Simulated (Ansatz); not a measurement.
Molecule: C$_{3}$H$_{9}$F$_{3}$OSi$_{2}$, charge 0, multiplicity 1. 
Geometry from a B3LYP-D3(BJ)/def2-TZVP (Ansatz, a first-principles code) optimisation:
```xyz
18

C     -2.4804     0.4087     0.7148
Si    -1.3374     0.3310    -0.7570
C     -1.5290     1.8186    -1.8609
C     -1.5499    -1.2638    -1.7006
O      0.2323     0.3739    -0.1824
Si     1.3792    -0.2488     0.7133
F      1.7481    -1.7166     0.2593
F      0.9600    -0.3268     2.2348
F      2.6896     0.6221     0.6233
H     -2.3223    -0.4406     1.3831
H     -3.5258     0.3936     0.3974
H     -2.3181     1.3221     1.2908
H     -2.5365     1.8644    -2.2812
H     -0.8203     1.7845    -2.6908
H     -1.3543     2.7429    -1.3065
H     -0.8462    -1.3248    -2.5332
H     -1.3814    -2.1293    -1.0560
H     -2.5603    -1.3432    -2.1088
```

Dipole moments at this geometry, in debye (magnitudes).

```csv
level,program,dipole (D)
revPBE/def2-TZVPD,Ansatz,2.98
B97M-V/def2-TZVPD,Ansatz,[?]
PBE0/def2-TZVPD,Ansatz,3.09
BHLYP/def2-TZVPD,Ansatz,3.11
HSE06/def2-TZVPD,Ansatz,3.08
CCSD(T)/aug-cc-pV(D+d)Z,Ansatz,[?]
```

Question: Complete the blanks.

Answer: 
- B97M-V/def2-TZVPD, dipole (D): 3.02
- CCSD(T)/aug-cc-pV(D+d)Z, dipole (D): 3.03
